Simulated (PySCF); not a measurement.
Species: C₃H₉O₂Si (doublet state).
Z-matrix (Å and degrees, GFN2-xTB geometry), rows numbered from 1:
```
C 
C   1  1.4574
Si  2  1.9228  1  108.30
O   3  1.6313  2  111.36  1   -56.83
O   3  1.6144  2  105.89  1  -173.89
C   5  1.4011  3  127.53  2   170.53
H   1  1.0720  2  120.45  3   -83.24
H   1  1.0731  2  120.53  3    84.49
H   2  1.0896  1  111.38  3  -119.10
H   2  1.0874  1  111.32  3   119.34
H   3  1.4635  2  110.98  1    63.97
H   4  0.9529  3  120.71  2    48.72
H   6  1.0903  5  110.72  3   -45.92
H   6  1.0921  5  110.18  3    74.55
H   6  1.0900  5  107.90  3  -166.02
```

The hyperfine couplings belong to this conformer and change with its torsions.

As a line formula: `[Si@@H](OC)(C[CH2])O` [radical].

The calculation used UKS B3LYP, pcH-1 on C H O Si, non-relativistic, mean-field spin-orbit, GIAO (PySCF). The structure is a single GFN2-xTB conformer in the gas phase; no vibrational or solvent corrections. A GFN2-xTB geometry isn't a minimum of the functional, and hyperfine couplings can be far from their values at a DFT geometry. No stability test was run, so a lower SCF solution isn't excluded.

Principal values of hyperfine tensors in MHz (contact, dipolar and spin–orbit terms together), for some of the nuclei:

| atom | isotope | A1 | A2 | A3 |
| --- | --- | --- | --- | --- |
| Si3 | 29Si | -199.42 | -168.74 | -168.16 |
| C1 | 13C | 16.70 | 17.50 | 244.01 |
| H7 | 1H | -96.46 | -58.95 | -22.96 |
| H10 | 1H | 49.67 | 50.32 | 62.97 |
| H9 | 1H | 42.20 | 42.82 | 55.25 |
| C2 | 13C | -32.47 | -28.19 | -18.73 |
| O5 | 17O | -22.90 | -20.15 | -19.94 |
| C6 | 13C | 4.66 | 4.69 | 6.60 |

**Question.** Give the isotropic coupling of each nucleus in MHz and in mT (g = 2.0027), and the anisotropic part.

**Answer.** a_iso is a third of the trace, T = A − a_iso, and a(mT) = a(MHz)/(g × 13.996). The tensors hold a spin–orbit part: the run splits a_iso into a_FC + a_SO, and T includes its anisotropic share.

| atom | a_iso (MHz) | a_FC | a_SO | a_iso (mT) | T1 | T2 | T3 |
| --- | --- | --- | --- | --- | --- | --- | --- |
| Si3 | -178.77 | -178.92 | 0.15 | -6.378 | -20.65 | 10.03 | 10.61 |
| C1 | 92.73 | 92.84 | -0.10 | 3.308 | -76.04 | -75.23 | 151.27 |
| H7 | -59.46 | -59.47 | 0.01 | -2.121 | -37.01 | 0.51 | 36.50 |
| H10 | 54.32 | 54.32 | 0.00 | 1.938 | -4.65 | -4.00 | 8.65 |
| H9 | 46.76 | 46.75 | 0.01 | 1.668 | -4.56 | -3.93 | 8.49 |
| C2 | -26.46 | -26.47 | 0.01 | -0.944 | -6.01 | -1.73 | 7.74 |
| O5 | -21.00 | -20.99 | 0.00 | -0.749 | -1.90 | 0.85 | 1.06 |
| C6 | 5.32 | 5.32 | 0.00 | 0.190 | -0.66 | -0.63 | 1.28 |

**Question.** What spin density at the nucleus of O5 lies behind its contact coupling (g_N = -0.75752)?

**Answer.** a_FC = 800.24 MHz bohr³ × g_N × ρ(0)/(2S). With a_FC = -20.99 MHz and 2S = 1, ρ(0) = 0.03463 bohr⁻³. The nuclear moment is negative, so coupling and spin density have opposite signs.

**Question.** H8 (1H, g_N = 5.58569) isn't in the table. Its spin density at the nucleus is -0.01332 bohr⁻³. What is its contact coupling?

**Answer.** By the same relation, a_FC = -59.6 MHz. Its full tensor has the principal values -96.63, -58.97, -23.01 MHz.

**Question.** Name the largest traceless tensor T of the table and describe it.

**Answer.** C1: -76.0, -75.2, 151.3 MHz, axial, in the ratio −1:−1:+2, the form that spin in one p orbital centred on that nucleus gives.

**Question.** What first-order splitting does C1 cause when the field lies along A1, A2 or A3 of its tensor (g taken as isotropic, no quadrupole term)?

**Answer.** 2 lines (I = 1/2), spaced by |A_i|/(g × 13.996): 0.60, 0.62, 8.71 mT along the axes of A1, A2 and A3.
